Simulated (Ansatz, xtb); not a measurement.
## F2Ga2H4S2: which of two isomers lies lower

Structure I is `[F][Ga@H-]1[SH+][Ga@@H-]([F])[SH+]1`, a singlet and structure II is `[F][Ga@H-]1[SH+][Ga@H-]([F])[SH+]1`, a singlet. Both are isolated molecules in the gas phase, relaxed with PBE0-D4/def2-SVP.

Estimate which is lower in electronic energy at CCSD(T)/def2-SVP + ΔMP2/def2-TZVPP, and by roughly how much.

CCSD(T)/def2-SVP + ΔMP2/def2-TZVPP gives E(II) − E(I) = +0.04 kcal/mol, slightly favouring structure I, which is too small a margin to settle the true order.

The same difference at several levels:

| level | geometry | E(II) − E(I) (kcal/mol) | departure from the last row (kcal/mol) | job, with rough time for the two |
| --- | --- | --- | --- | --- |
| GFN2-xTB | GFN2-xTB | +1.79 | +1.76 | optimisation, 0.21 s |
| HF/STO-3G | GFN2-xTB | +0.94 | +0.90 | single point, 1.2 s |
| r2SCAN-D4/def2-SVP | GFN2-xTB | +1.44 | +1.40 | single point, 7.5 s |
| PBE0-D4/def2-SVP | PBE0-D4/def2-SVP | +0.69 | +0.66 | optimisation, 87 s |
| HF/def2-SVP | PBE0-D4/def2-SVP | +0.26 | +0.23 | part of the CCSD(T) run |
| MP2/def2-SVP | PBE0-D4/def2-SVP | +0.81 | +0.77 | part of the CCSD(T) run |
| CCSD(T)/def2-SVP | PBE0-D4/def2-SVP | +0.66 | +0.62 | single point |
| CCSD(T)/def2-SVP + ΔMP2/def2-TZVPP | PBE0-D4/def2-SVP | +0.04 |  | single point, 2.1 min |

As drawn, both hold the same kinds of bond in the same numbers.

The largest departure from CCSD(T)/def2-SVP + ΔMP2/def2-TZVPP is that of GFN2-xTB, 1.76 kcal/mol. The last row adds to CCSD(T) the change of the MP2 difference between the two basis sets, here −0.62 kcal/mol.

With thermal terms from frequencies at re-optimised GFN2-xTB minima (ideal gas, soft modes damped towards free rotors, one conformer each, 298.15 K, 1 atm): the zero-point term adds −0.02 kcal/mol; ΔH is +0.03 and ΔG −0.41 kcal/mol.

The correlated steps freeze 30 core orbitals; the filled d shell of Ga is correlated, in a basis made for valence electrons. Codes used: Ansatz 0.2.0, xtb 6.7.1; the last row on 2 threads of Arm Neoverse V2 on a shared host.
